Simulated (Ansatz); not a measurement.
Program: Ansatz. Geometries: PBE0-D4/def2-TZVP. ΔE: electronic, gas phase. CBS: MP2 limit from def2 TZ/QZ plus the TZ coupled-cluster correction, frozen cores. This one scheme is used for every species. Double bonds are as drawn, so ΔE can hold a change between cis and trans. Functionals use def2-TZVPP. B3LYP here is the variant with VWN-RPA as its local correlation; programs differ in this. One conformer a species, not always the lowest.

Consider the hydrogenolysis of a C–F bond: `F/C=C(\F)C(F)F` + H₂ → `F/C=C(\F)CF` + H–F.

| level | ΔE (kJ/mol) |
| --- | --- |
| B3LYP-D4 | -65.8 |
| CAM-B3LYP | -65.8 |
| LC-ωPBE | -70.5 |
| CCSD/def2-TZVPP | -75.5 |

Q: What does CCSD(T)/CBS give? (Best estimate.)

A: Computed: -77.4 kJ/mol. The listed levels differ from it by 11.6, 11.6, 6.9, 1.9 kJ/mol.

Q: What do rigid-rotor, harmonic-oscillator terms from PBE0-D4/def2-TZVP frequencies (298.15 K, 1 bar) make of the CCSD(T)/CBS value? (Best estimate.)

A: Ansatz gave: ΔZPE = +18.1 kJ/mol, ΔH = -60.9 kJ/mol, ΔS = 26 J/(mol·K), ΔG = -68.7 kJ/mol.

Largest T1 diagnostic among the species: 0.012.

From BLYP to BHLYP (50 % exact exchange), in def2-TZVPP and without D4, ΔE moves by −9.8 kJ/mol. At CCSD(T), def2-SVP lies +22.7 kJ/mol from the extrapolated value and def2-TZVPP +5.7 kJ/mol. Leaving LDA and LC-ωPBE aside and taking each functional with its dispersion term where it has one, the values, not all of them listed here, spread over 16.4 kJ/mol, from PBE-QIDH to r2SCAN-D4. LDA lies +7.3 kJ/mol from PBE without D4.
